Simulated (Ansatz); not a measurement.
The first iterations of a band of CH8NO2SbSi (14 atoms, charge 0, multiplicity 1).

Computed with Ansatz, RKS BHLYP-D4/def2-SVP.

```json
{
 "movable images": "1",
 "climbing image": "no",
 "spring": "5.0 eV/Å²",
 "optimiser": "quadratic models (default)",
 "start path": "IDPP",
 "force threshold": "0.03 eV/Å",
 "iteration limit": "60",
 "end points": "relaxed"
}
```

Image 0:

```xyz
14
Properties=species:S:1:pos:R:3
N -0.510 -1.320 1.024
C 0.425 -0.463 0.362
O 1.666 -0.484 1.037
Sb 0.972 -1.198 -1.669
Si -0.242 1.307 0.338
O -1.782 1.301 -0.282
H -0.351 -2.308 0.884
H -1.472 -1.097 0.818
H 1.466 -0.502 1.975
H 1.849 0.186 -2.145
H -0.464 -0.587 -2.386
H -0.359 1.788 1.731
H 0.674 2.171 -0.436
H -1.885 1.176 -1.221
```

Image 2:

```xyz
14
Properties=species:S:1:pos:R:3
N -0.015 -1.268 0.980
C 0.396 -0.149 0.186
O 1.654 0.315 0.614
Sb 0.617 -0.688 -1.975
Si -0.864 1.251 0.356
O -2.391 0.635 0.141
H 0.472 -2.128 0.767
H -1.012 -1.427 0.961
H 1.652 0.247 1.572
H 1.739 -1.911 -1.584
H 1.836 0.445 -2.327
H -0.803 1.797 1.727
H -0.557 2.299 -0.644
H -2.737 0.552 -0.744
```

| iteration | highest image above the first end (eV) | largest band force component (eV/Å) |
| --- | --- | --- |
| 1 | 0.280 | 0.937 |
| 2 | 0.239 | 0.428 |
| 3 | 0.180 | 0.135 |
| 4 | 0.177 | 0.116 |
| 5 | 0.172 | 0.066 |
| 6 | 0.170 | 0.055 |
| 7 | 0.171 | 0.190 |

Does the band converge within its limit, and where does its top end?

The run converged. It ended after 22 iterations with the highest image 0.138 eV above the first end. No image climbed, so the highest image needn't sit at the top of the path. So few images can step over the top or miss a turn of the path.

Run time: 2.6 min on 2 threads of Arm Neoverse V1, with other jobs on the host, peak memory 0.45 GiB.
